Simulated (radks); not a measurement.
W10+, configuration [Kr] 4d10 4f13 5s1 5p4 (not the ground configuration). Method: scalar-relativistic Kohn-Sham, LDA (Slater exchange, Perdew-Wang correlation), spin-polarised, spherical densities, finite nucleus; open shells are filled with parallel spins first (spin-orbit coupling, left out, can overturn this in heavy ions); Fermi nuclear charge, rms radius 5.3658 fm; computed with a radial shooting solver on a logarithmic mesh with Libxc functionals.

Radial electron density D(r) = 4 pi r^2 rho(r):

```
   r/bohr * D(r) (the largest magnitude, 135, reaches the edge; | marks zero)
 0.000891 |  *
  0.00117 |   *
 0.001535 |     *
 0.001999 |        *
 0.002624 |           *
 0.003444 |                *
 0.004521 |                       *
 0.005934 |                             *
 0.007788 |                                   *
  0.01022 |                                       *
  0.01342 |                                        *
  0.01747 |                                      *
  0.02293 |                                    *
   0.0301 |                                      *
  0.03951 |                                              *
  0.05186 |                                                      *
  0.06808 |                                                    *
  0.08936 |                                           *
   0.1173 |                                           *
   0.1527 |                                                  *
   0.2005 |                                          *
   0.2631 |                           *
   0.3454 |                           *
   0.4533 |                             *
    0.595 |                   *
    0.781 |         *
    1.025 |    *
    1.335 | *
    1.752 *
      2.3 *
    3.019 *
```

D(r) has 4 maxima, at r = 0.0124, 0.0566, 0.158, 0.418 bohr, and minima at 0.0239, 0.102, 0.297 bohr, inside which lie 1.90, 11.10, 29.95 electrons.
